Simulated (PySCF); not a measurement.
## Dipole response of Mn²⁺ (manganese, charge +2)

[Ar] 3d4 4s1, high-spin 6D determinant (an excited configuration). All numbers are calculated (PySCF 2.14, the spin-free X2C one-electron Hamiltonian (Gaussian nucleus), in x2c-TZVPPall with one added diffuse shell each of s, p, d, f type (7s6p5d3f1g, 80 functions)). Coupled (time-dependent) response in atomic units; α is the mean over directions.

| method | mean α (bohr³) | α xx, yy, zz | C₆ (like pair) | S(−4) |
| --- | --- | --- | --- | --- |
| M06 | 16.01 | 16.23, 16.23, 15.55 | 60.95 | 224.5 |

S(−4) is the Cauchy moment in α(ω) = α(0) + S(−4) ω² + …

α(iu) at M06:

```json
{"u (hartree)": "0", "α(iu) (bohr³)": "16.01"}
{"u (hartree)": "0.0500", "α(iu) (bohr³)": "15.47"}
{"u (hartree)": "0.100", "α(iu) (bohr³)": "14.08"}
{"u (hartree)": "0.200", "α(iu) (bohr³)": "10.55"}
{"u (hartree)": "0.300", "α(iu) (bohr³)": "7.748"}
{"u (hartree)": "0.500", "α(iu) (bohr³)": "4.694"}
{"u (hartree)": "0.750", "α(iu) (bohr³)": "3.073"}
{"u (hartree)": "1.00", "α(iu) (bohr³)": "2.287"}
{"u (hartree)": "1.50", "α(iu) (bohr³)": "1.510"}
{"u (hartree)": "2.00", "α(iu) (bohr³)": "1.107"}
{"u (hartree)": "3.00", "α(iu) (bohr³)": "0.6784"}
{"u (hartree)": "5.00", "α(iu) (bohr³)": "0.3279"}
```

A single London oscillator, α(iu) = α/(1 + u²/ω²), gives C₆ = (3/4) ω α². Matching the computed C₆ needs ω = 4 × 60.95 / (3 × 16.01²) = 0.317 hartree.

For an ion, C₆ is the dispersion term alone; charge-induced terms of lower order in 1/R come first.

The components differ because the open shell of this determinant is not spherical; for a pure term their mean is the scalar polarisability.
